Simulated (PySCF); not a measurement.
**Electron correlation in Ho(2+) (holmium, charge +2)**

Starting occupation: [Xe] 4f11, 4f5/2 with m_j = -1/2, +1/2, +3/2, +5/2, 4f7/2 with m_j = -5/2, -3/2, -1/2, +1/2, +3/2, +5/2, +7/2. Computed with PySCF 2.14 in x2c-TZVPall-2c with one added diffuse shell each of s, p, d, f type (12s12p11d5f1g, 147 functions), with X2C-1e with screened-nucleus spin-orbit coupling, Gaussian nucleus. Frozen: [Ar] 3d10; 37 electrons correlated; the 18 highest virtual spinors left out.

MP2 pair energies summed by pair of shells (mhartree):

```
 pair   energy  share (%)
4f-4f  -300.81       23.3
4d-4f  -221.28       17.1
4f-5p  -152.30       11.8
5p-5p  -121.21        9.4
4d-4d  -104.78        8.1
4d-4p   -74.49        5.8
4f-4p   -69.36        5.4
4d-5p   -61.55        4.8
4f-5s   -36.33        2.8
5p-5s   -32.81        2.5
4d-4s   -20.74        1.6
4d-5s   -19.34        1.5
4p-4p   -19.28        1.5
4f-4s   -17.74        1.4
4p-5p   -11.32        0.9
4p-4s   -10.54        0.8
5s-5s    -6.09        0.5
4p-5s    -5.70        0.4
4s-5p    -2.02        0.2
4s-4s    -1.73        0.1
4s-5s    -0.90        0.1
```

Total MP2 correlation energy: -1290.3 mhartree.

The GHF reference relaxed away from the jj start to a determinant that is no pure jj level (⟨S²⟩ = 3.78, ⟨J²⟩ = 63.76); the energies belong to that determinant.

This basis was not built for core-valence correlation, so the inner-shell part is incomplete.
